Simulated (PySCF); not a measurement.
## Working with the constants of SrBe⁺

PBE constants of SrBe⁺, ²Σ⁺ (doublet), unpaired electrons σ ↑ (Sr x2c-SVPall, Be x2c-SVPall; spin-free X2C with a Gaussian nucleus (PySCF 2.14); masses 87.9056 and 9.0122 u):

| Quantity | Value |
| --- | --- |
| ωe | 248.8 cm⁻¹ |
| ωexe | 2.56 cm⁻¹ |
| Be | 0.20664 cm⁻¹ |
| αe | 0.00241 cm⁻¹ |
| De to Sr⁺ + Be | 0.74 eV |

Task: What force constant and bond length do these constants imply?

Result: Reduced mass μred = 8.1742 u; k = 5.8918×10⁻⁷·μred·ωe² (u, cm⁻¹, mdyn/Å) = 0.298 mdyn/Å; Re = √(16.8576/(μred·Be)) (u, cm⁻¹, Å) = 3.159 Å.

Task: Estimate the centrifugal constant D from the Kratzer relation and find the Dunham coefficient a1.

Result: D = 4Be³/ωe² = 5.7e-07 cm⁻¹; a1 = −1 − αeωe/(6Be²) = -3.34.

Spin–orbit coupling is left out. For an ion De counts to the pair picked by the measured ionisation energies or electron affinities, which need not be the lowest pair at this level. The state was picked by a PBE0 search and need not be the measured ground state.
